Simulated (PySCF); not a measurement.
# Gallium: a sound run and one with changed settings

Sound run: Ga [Ar] 3d10 4s2 4p1, Ga⁺ [Ar] 3d10 4s2. Computed with PySCF 2.14 in x2c-TZVPall (6s5p4d1f, 48 functions), with scalar relativity by spin-free X2C-1e. The sound run starts from symmetry-adapted Hartree-Fock orbitals and uses a fine grid where one is needed.

Changed run: initial guess atom, at most 50 SCF cycles, level shift 10.0 hartree.

| species | method | sound run (hartree) | changed run (hartree) | converged |
| --- | --- | --- | --- | --- |
| Ga | UHF | -1942.16906 | -1942.16903 | no |
| Ga | MN15 | -1945.01769 | -1945.01753 | no |
| Ga | r2SCAN | -1943.79381 | -1943.79362 | no |
| Ga⁺ | UHF | -1941.96637 | -1941.96636 | no |
| Ga⁺ | MN15 | -1944.79770 | -1944.79768 | no |
| Ga⁺ | r2SCAN | -1943.56993 | -1943.56987 | no |

A level shift slows the SCF but leaves a converged energy unchanged.
